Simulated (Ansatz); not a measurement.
Geometry optimisation, RKS PBE0-D4/STO-3G (Ansatz 0.2.0).

The input (input.yaml):

```yaml
crystal:
  periodic: [false, false, false]
  atoms:
    - { symbol: "N", position_ang: [-0.1142, -2.2905, 0.2095] }
    - { symbol: C, position_ang: [0.398, -1.5322, 1.0998] }
    - { symbol: Si, position_ang: [-0.117, 0.2361, 1.3557] }
    - { symbol: F, position_ang: [-1.6569, 0.33, 1.7185] }
    - { symbol: Al, position_ang: [0.3775, 1.4842, -0.5921] }
    - { symbol: "N", position_ang: [-0.4758, 1.0569, -2.2258] }
    - { symbol: H, position_ang: [-0.8777, -1.8619, -0.4036] }
    - { symbol: H, position_ang: [1.216, -1.9461, 1.7149] }
    - { symbol: H, position_ang: [0.6917, 0.8032, 2.5348] }
    - { symbol: H, position_ang: [1.4097, 2.7096, -0.4903] }
    - { symbol: H, position_ang: [0.27, 0.75, -2.8625] }
    - { symbol: H, position_ang: [-1.0443, 0.2055, -2.025] }
basis:
  gaussian: { orbitals: STO-3G }
hamiltonian:
  xc: pbe0
  dispersion: d4
relax:
  f_tol: 0.02
  max_steps: 40
scf:
  lower_state_search: "off"
```

Command:

```bash
$ ansatz run input.yaml --threads 1 --pin off --max-ram 2048MiB --backend cpu --events-out ev --progress --plain --runs-dir out
```

Task: Where does it end, and by what steps?

Result: The forces met the threshold. Limits of this set-up: minimal basis. After 26 steps the energy has fallen by 1.290 eV; H7 moved furthest, 1.52 Å.

```json
{"step": "0", "energy less start (eV)": "0.0000", "largest force component (eV/Å)": "3.848", "accepted": "yes"}
{"step": "1", "energy less start (eV)": "-0.6863", "largest force component (eV/Å)": "1.402", "accepted": "yes"}
{"step": "2", "energy less start (eV)": "-0.6648", "largest force component (eV/Å)": "1.729", "accepted": "no"}
{"step": "3", "energy less start (eV)": "-0.8490", "largest force component (eV/Å)": "0.986", "accepted": "yes"}
{"step": "4", "energy less start (eV)": "-0.9416", "largest force component (eV/Å)": "0.835", "accepted": "yes"}
{"step": "5", "energy less start (eV)": "-1.0448", "largest force component (eV/Å)": "0.647", "accepted": "yes"}
{"step": "6", "energy less start (eV)": "-1.0779", "largest force component (eV/Å)": "0.381", "accepted": "yes"}
{"step": "7", "energy less start (eV)": "-1.0924", "largest force component (eV/Å)": "0.152", "accepted": "yes"}
{"step": "8", "energy less start (eV)": "-1.0959", "largest force component (eV/Å)": "0.098", "accepted": "yes"}
{"step": "9", "energy less start (eV)": "-1.1028", "largest force component (eV/Å)": "0.234", "accepted": "yes"}
{"step": "10", "energy less start (eV)": "-1.1064", "largest force component (eV/Å)": "0.396", "accepted": "yes"}
{"step": "11", "energy less start (eV)": "-1.1169", "largest force component (eV/Å)": "0.248", "accepted": "yes"}
{"step": "12", "energy less start (eV)": "-1.1318", "largest force component (eV/Å)": "0.241", "accepted": "yes"}
{"step": "13", "energy less start (eV)": "-1.1460", "largest force component (eV/Å)": "0.392", "accepted": "yes"}
{"step": "14", "energy less start (eV)": "-1.1563", "largest force component (eV/Å)": "0.507", "accepted": "yes"}
{"step": "15", "energy less start (eV)": "-1.1609", "largest force component (eV/Å)": "0.604", "accepted": "yes"}
{"step": "16", "energy less start (eV)": "-1.1724", "largest force component (eV/Å)": "0.278", "accepted": "yes"}
{"step": "17", "energy less start (eV)": "-1.1770", "largest force component (eV/Å)": "0.454", "accepted": "yes"}
{"step": "18", "energy less start (eV)": "-1.2068", "largest force component (eV/Å)": "0.513", "accepted": "yes"}
{"step": "19", "energy less start (eV)": "-1.2455", "largest force component (eV/Å)": "0.619", "accepted": "yes"}
{"step": "20", "energy less start (eV)": "-1.2332", "largest force component (eV/Å)": "0.873", "accepted": "no"}
{"step": "21", "energy less start (eV)": "-1.2756", "largest force component (eV/Å)": "0.386", "accepted": "yes"}
{"step": "22", "energy less start (eV)": "-1.2864", "largest force component (eV/Å)": "0.195", "accepted": "yes"}
{"step": "23", "energy less start (eV)": "-1.2872", "largest force component (eV/Å)": "0.361", "accepted": "yes"}
{"step": "24", "energy less start (eV)": "-1.2890", "largest force component (eV/Å)": "0.084", "accepted": "yes"}
{"step": "25", "energy less start (eV)": "-1.2893", "largest force component (eV/Å)": "0.097", "accepted": "yes"}
{"step": "26", "energy less start (eV)": "-1.2900", "largest force component (eV/Å)": "0.018", "accepted": "yes"}
```

```xyz
12
Properties=species:S:1:pos:R:3
N -0.441 -2.524 1.007
C 0.525 -1.643 1.042
Si -0.042 0.158 1.116
F -1.666 -0.286 1.130
Al 0.526 1.544 -0.627
N -0.093 1.132 -2.180
H -1.323 -1.858 1.048
H 1.570 -1.994 1.015
H 0.237 0.680 2.446
H 1.395 2.756 -0.511
H 0.085 1.658 -3.051
H -0.696 0.323 -2.401
```

Whether the end is a true minimum wasn't checked by a vibrational analysis.

Run time: 84 s on 1 thread of Arm Neoverse V2, with other jobs on the host, peak memory 0.17 GiB.
